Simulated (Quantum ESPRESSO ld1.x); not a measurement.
Values are calculated unless marked as measured or tabulated.
Q: The mean radii <r> (bohr) of the occupied orbitals of an atom or ion are listed with their occupations. Level of theory: non-relativistic Kohn-Sham, LDA (Slater exchange, VWN5 correlation), spin-polarised, spherical densities, point nucleus (ld1.x of Quantum ESPRESSO 7.5).

orbital  occ.      <r>
1s          2  0.02926
2s          2   0.1259
2p          6   0.1072
3s          2   0.3314
3p          6   0.3209
3d         10   0.2895
4s          2   0.6895

Name the element and its charge. Open shells, if any, are filled with parallel spins first.

A: Z = 52, tellurium, charge +22: Te22+ in [Ar] 3d10 4s2. The 1s radius gives Z: for a bare nucleus <r> = 1.5/Z, 0.02885 bohr for Z = 52, and screening makes it slightly larger (0.02926 here). The occupations add up to 30, and the charge is Z minus that.
